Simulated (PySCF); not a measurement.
Species: C5H15NSi2.
Bonds: C1–N2, N2–Si3, Si3–Si4, N2–C5, C5–C6, C6–C7, C7–C8, C5–C8. Hydrogens: H9, H10, H11 on C1; H12, H13 on Si3; H14, H15, H16 on Si4; H17 on C5; H18, H19 on C6; H20, H21 on C7; H22, H23 on C8.

All values: PBE0/pcSseg-1 (PySCF, non-relativistic), on one gas-phase PBE0-D3(BJ)/def2-SVP geometry that isn't relaxed in the solvent. The solvent is an IEF-PCM continuum (van der Waals radii × 1.2). Only the electrostatic response of the medium enters.

Gas phase at PBE0/pcSseg-1: HOMO -6.26 eV, LUMO 0.31 eV, dipole 1.31 D.

**Question.** What does the continuum do to the energy, the frontier levels and the dipole at PBE0/pcSseg-1 in chloroform?

**Answer.** 
| solvent | ε | E(solvent) − E(gas) (kJ/mol) | polarisation term (kJ/mol) | distortion of the solute (kJ/mol) | HOMO (eV) | LUMO (eV) | dipole (D) |
| --- | --- | --- | --- | --- | --- | --- | --- |
| chloroform | 4.711 | -3.80 | -4.03 | 0.23 | -6.17 | 0.38 | 1.53 |

The polarisation term is half the interaction of the solute with the surface charges that it induces; the rest is the cost of distorting the solute's density. The sum is the electrostatic part of solvation alone.

**Question.** Which radius a makes the point-dipole formula ΔE = −[(ε − 1)/(2ε + 1)]·μ²/a³ give the value in chloroform, with the gas-phase dipole?

**Answer.** μ = 0.515 au and |ΔE| = 0.00145 Eh give a = 2.13 Å; the farthest nucleus lies 4.72 Å from the centroid of the nuclei, so such a sphere wouldn't even hold the nuclei. The formula assumes a rigid point dipole at the centre of a sphere.

**Question.** Which Mulliken charges (PBE0/pcSseg-1) respond most in chloroform (means over atoms taken as equivalent)?

**Answer.** 
```json
{"atoms": "H12/H13", "environment": "Si–H hydrogen", "gas (e)": "-0.079", "solvent (e)": "-0.087", "change": "-0.008"}
{"atoms": "H17", "environment": "methine hydrogen", "gas (e)": "+0.109", "solvent (e)": "+0.116", "change": "+0.007"}
{"atoms": "C1", "environment": "N-methyl carbon", "gas (e)": "-0.077", "solvent (e)": "-0.084", "change": "-0.007"}
{"atoms": "Si4", "environment": "SiH3 silicon", "gas (e)": "+0.075", "solvent (e)": "+0.081", "change": "+0.006"}
{"atoms": "C7", "environment": "four-membered-ring carbon", "gas (e)": "-0.229", "solvent (e)": "-0.235", "change": "-0.006"}
{"atoms": "Si3", "environment": "SiH2 silicon", "gas (e)": "+0.477", "solvent (e)": "+0.482", "change": "+0.005"}
{"atoms": "C6/C8", "environment": "four-membered-ring carbon", "gas (e)": "-0.190", "solvent (e)": "-0.195", "change": "-0.005"}
{"atoms": "N2", "environment": "silicon-bound nitrogen", "gas (e)": "-0.777", "solvent (e)": "-0.782", "change": "-0.005"}
```

**Question.** How do the nuclear quadrupole coupling constants eQVzz/h respond in chloroform?

**Answer.** 
```json
{"nucleus": "14N at N2", "Q (barn)": "0.02044", "gas (MHz)": "-5.59", "solvent (MHz)": "-5.53", "η gas": "0.25", "η solvent": "0.24"}
```

The values belong to the conformer `[CH3:1][N:2]([SiH2:3][SiH3:4])[CH:5]1[CH2:6][CH2:7][CH2:8]1`: C1–N2–Si3–Si4 -19°, C1–N2–C5–C6 -72°.
